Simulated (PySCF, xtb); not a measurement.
FOS, SMILES [S](=O)F (connectivity only; charge and spin as stated), charge -1, multiplicity 1.

Harmonic wavenumbers (cm⁻¹) from GFN2-xTB (xtb 6.7.1) at its own minimum, in rising order: 284, 493, 1031.

**Question.** What does PBE0-D3(BJ)/def2-TZVPD (PySCF) give at its own minimum? (Estimate from the structure and the level; the computed values follow.)

**Answer.** 329, 572, 1055. Paired by order, the mean absolute difference is 49 cm⁻¹ and the zero-point energies are 2.6 and 2.8 kcal/mol.
